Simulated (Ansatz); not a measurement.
`[F][GeH2][Cl]` + `O[SiH3]` → `[F][GeH2][O][SiH3]` + HCl at 298.15 K and 1 bar (ligand exchange at a Ge–Cl bond).

Isolated molecules relaxed with PBE0-D4/def2-TZVP in Ansatz; ΔE leaves out vibrations. CCSD(T)/CBS adds triple-zeta CCSD(T) − MP2 to the extrapolated MP2 energy (def2 sets, frozen cores). This one scheme is used for every species. For Ge outer-core shells are correlated without core-valence functions, which leaves a few kJ/mol of doubt a bond. Scalar relativity is left out up to krypton. Each species was taken in one conformer, which may not be the lowest.

```
             species  CCSD(T)/CBS energy (Eh)  H − E (kJ/mol)  S (J/(mol·K))
     `[F][GeH2][Cl]`              -2636.95386            65.2          294.9
           `O[SiH3]`               -366.69042           113.6          257.8
`[F][GeH2][O][SiH3]`              -2543.25592           146.5          360.2
                 HCl               -460.38127            26.6          186.8
```

H − E and S are ideal-gas, rigid-rotor, harmonic terms from PBE0-D4/def2-TZVP, for one conformer and one mirror image of each species. 1 Eh = 2625.50 kJ/mol, R = 8.31446 J/(mol·K).

Question: By hand: ΔE, ΔH, ΔS and ΔG.

Answer: ΔE = (-2543.25592) + (-460.38127) − (-2636.95386) − (-366.69042) = 0.00709 Eh = 18.6 kJ/mol. Δ(H − E) = 146.5 + 26.6 − 65.2 − 113.6 = -5.7, so ΔH = 12.9 kJ/mol. ΔS = 360.2 + 186.8 − 294.9 − 257.8 = -5.7 J/(mol·K). ΔG = 12.9 − 298.15 × (-5.7)/1000 = 14.6 kJ/mol.

Question: By hand: the equilibrium constant, and the temperature at which ΔG would vanish if ΔH and ΔS stayed fixed.

Answer: log₁₀ K = −ΔG/(RT ln 10) = -2.6. ΔH and −TΔS have one sign here, so there is no such temperature. One of them is within its doubt of zero, so this could turn.

The number of gas molecules stays the same, so ΔS is small and ΔH decides. A doubt of 5 kJ/mol in ΔE shifts log₁₀ K by 0.9 here. Other conformers and mirror images would add mixing entropy, several J/(mol·K) or more a flexible species. Modes under 60 cm⁻¹, often nearly free rotors, make the harmonic entropy too high. These are equilibria of isolated gas molecules and say nothing of rates. Largest T1 diagnostic: 0.012 (customary marks: 0.02 for closed shells, 0.045 for open ones).
